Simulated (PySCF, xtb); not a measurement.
Se(Et)(OMe) (C₃H₈OSe), SMILES CC[Se]OC.

Geometry optimised at TPSSh-D3(BJ)/def2-SVP. The values are those of a single conformer.

Computed with PySCF with IEF-PCM-B3LYP/def2-SVP.

The values are the electrostatic part of the solvation free energy, E(continuum) − E(gas) at the gas-phase geometry, in a cavity of scaled van der Waals radii (PySCF's table); cavitation and dispersion terms are not included. In vacuum the orbital gap is 5.10 eV. The dipole moment in vacuum is 1.61 D.

```
solvent             ε  ΔG(elec) (kcal/mol)  dipole (D)  gap (eV)
--------------  -----  -------------------  ----------  --------
water           78.36                 -3.6        2.15      5.20
ethylethanoate   5.99                 -2.7        2.01      5.17
chlorobenzene    5.70                 -2.7        2.00      5.17
```

For comparison, GFN2-xTB/ALPB(water) (xtb, at the GFN2-xTB geometry, all terms of that model) gives -1.6 kcal/mol.
